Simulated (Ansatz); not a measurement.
Start from `C[SiH2][AsH2]` and change one atom or group to get `C[SiH2][GaH2]`.

Ansatz, PBE0-D4/def2-TZVP geometries, multiplicity 1. 

Scalar relativity is left out up to krypton.

| property | `C[SiH2][AsH2]` |
| --- | --- |
| size of the dipole moment (ωB97M-V/def2-TZVPP) / D | 0.95 |
| HOMO–LUMO gap (PBE/def2-TZVPP) / eV | 5.70 |
| HOMO–LUMO gap (B3LYP/def2-TZVPP) / eV | 7.12 |
| LUMO energy (PBE/def2-TZVPP) / eV | -0.54 |
| HOMO energy (PBE0/def2-TZVPP) / eV | -7.29 |
| HOMO energy (PBE/def2-TZVPP) / eV | -6.24 |

What does the change do to each property? (Estimate.)

Ansatz gave: 
| property | `C[SiH2][GaH2]` | shift |
| --- | --- | --- |
| size of the dipole moment (ωB97M-V/def2-TZVPP) / D | 0.90 | -0.05 |
| HOMO–LUMO gap (PBE/def2-TZVPP) / eV | 3.46 | -2.24 |
| HOMO–LUMO gap (B3LYP/def2-TZVPP) / eV | 4.87 | -2.25 |
| LUMO energy (PBE/def2-TZVPP) / eV | -2.80 | -2.26 |
| HOMO energy (PBE0/def2-TZVPP) / eV | -7.31 | -0.02 |
| HOMO energy (PBE/def2-TZVPP) / eV | -6.26 | -0.02 |

Dipoles are sizes alone; their direction can turn.

B3LYP here is the variant with VWN-RPA as its local correlation; programs differ in this.
